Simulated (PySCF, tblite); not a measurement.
Isomers of C3H7Cl2NSi2, one GFN2-xTB conformer each. Single-point energies are computed at PBE0/pcSseg-1 (PySCF, gas phase, no added dispersion term), electronic only.

**Question.** Rank them by PBE0/pcSseg-1 energy, lowest first (kcal/mol).
A. `[N:1]#[C:2][CH2:3][SiH2:4][Si@H:5]([Cl:6])[CH2:7][Cl:8]` with C2–C3–Si4–Si5 51°, C3–Si4–Si5–Cl6 40°, Si4–Si5–C7–Cl8 -59°
B. `[N:1]#[C:2][SiH2:3][SiH2:4][CH2:5][CH:6]([Cl:7])[Cl:8]` with C2–Si3–Si4–C5 -23°, Si3–Si4–C5–C6 -82°, Si4–C5–C6–Cl7 54°

**Answer.** A (0.0), B (35.1).

GFN2-xTB itself gives, in the same order: 0.0, 33.2. Both levels put the same isomer lowest.

**Question.** Which frontier levels, dipoles and rotational constants go with these structures?

**Answer.** 
```json
{"SMILES": "N#CC[SiH2][Si@H](Cl)CCl", "HOMO (eV, PBE0/pcSseg-1)": "-8.28", "LUMO (eV)": "-1.02", "dipole (D)": "3.69", "A, B, C (MHz)": "952.0, 793.3, 616.2"}
{"SMILES": "N#C[SiH2][SiH2]CC(Cl)Cl", "HOMO (eV, PBE0/pcSseg-1)": "-8.82", "LUMO (eV)": "-1.02", "dipole (D)": "4.93", "A, B, C (MHz)": "1421, 622.0, 544.4"}
```

**Question.** What happens when harmonic zero-point energies from GFN2-xTB frequencies are added?

**Answer.** 
```
                 SMILES  ZPE (kcal/mol)  electronic (kcal/mol)  with ZPE (kcal/mol)
N#CC[SiH2][Si@H](Cl)CCl            56.2                    0.0                  0.0
N#C[SiH2][SiH2]CC(Cl)Cl            54.6                   35.1                 33.5
```

The zero-point energies span 1.6 kcal/mol. The order is unchanged.
